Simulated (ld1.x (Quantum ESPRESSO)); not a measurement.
Configuration tests for gallium (Ga) (RRKJ)

Ga, norm-conserving RRKJ (Kleinman–Bylander form), made with ld1.x (Quantum ESPRESSO) 7.5 (PBE, scalar-relativistic). Core [Ar] 3d10, reference 4s2 4p1. Waves: 4s (bound): rc 1.60 bohr; 4p (bound): rc 2.80 bohr. Local part: all-electron potential smoothed inside 2.15 bohr (lloc = -2). Core correction: Bessel-smoothed model core, default radius (core density twice the valence density). rho0 = 0.005.

Energies are relative to the spin-unpolarised reference configuration 4s2 4p1; without spin polarisation the order of configurations can differ from experiment. The frozen-core shift is the all-electron ΔE with the core orbitals held at their reference shape minus the fully relaxed ΔE.

```
valence configuration  charge  ΔE all-electron (eV)  error AE − PS (meV)  frozen-core shift (meV)
              4s2 4p0      +1                 5.688                  -11                      +13
              4s1 4p0      +2                26.816                 -179                     +204
            4s2 4p0.5    +0.5                 2.030                 -1.7                     +1.9
              4s1 4p1      +1                13.060                  -50                      +56
            4s2 4p1.3    -0.3                -0.534                 -0.1                     +0.1
              4s1 4p2       0                 6.538                  -18                      +19
```

Question: What are ΔE and the potential's error for 4s0 4p3?

Answer: ΔE = 13.371 eV all-electron; the error (AE − PS) is -68 meV.

Levels in the configuration 4s2 4p0.5:

```tsv
level	all-electron (eV)	pseudo (eV)
4s	-12.427	-12.443
4p	-5.622	-5.630
```
